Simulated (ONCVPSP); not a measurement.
# molybdenum (Mo): ONCV pseudisation with Wu-Cohen, scalar-relativistic reference atom.

* Element: molybdenum (Mo)
* Generator: ONCVPSP 4.0.1
* Type: optimised norm-conserving Vanderbilt (ONCV)
* Functional: Wu-Cohen
* Relativity: scalar-relativistic
* Frozen core: [Ar] 3d10 4s2
* Valence charge: 12
* Reference configuration: 4p6 4d5 5p1
* Partial waves: s scattering state at 0.46 Ha: rc 1.45 bohr, ncon 4, nbas 7, qcut 4.5 1/bohr, 2 projectors, debl 3.7 Ha; 4p+5p: rc 1.65 bohr, ncon 4, nbas 8, qcut 10.3 1/bohr, 2 projectors; 4d: rc 1.45 bohr, ncon 5, nbas 9, qcut 7.8 1/bohr, local
* Local potential: the d channel
* Core correction: Teter function, fcfact 4.75, rcfact 1.8

All-electron outer shells of the reference configuration (Wu-Cohen, scalar-relativistic, ld1.x):

```csv
shell,level (eV),outermost node (bohr),outermost maximum (bohr)
4s,-65.70,0.51,0.99
4p,-39.84,0.52,1.06
4d,-5.03,0.53,1.38
5p,-1.71,1.54,3.95
```

Question: Does the generator finish with these settings?

Answer: No. ONCVPSP 4.0.1 stopped with "ERROR pspot: first pseudo wave function has node, program will stop": the optimised pseudo-wave of the first projector has a node, so the radial equation cannot be inverted for a potential. It happened in the s channel.
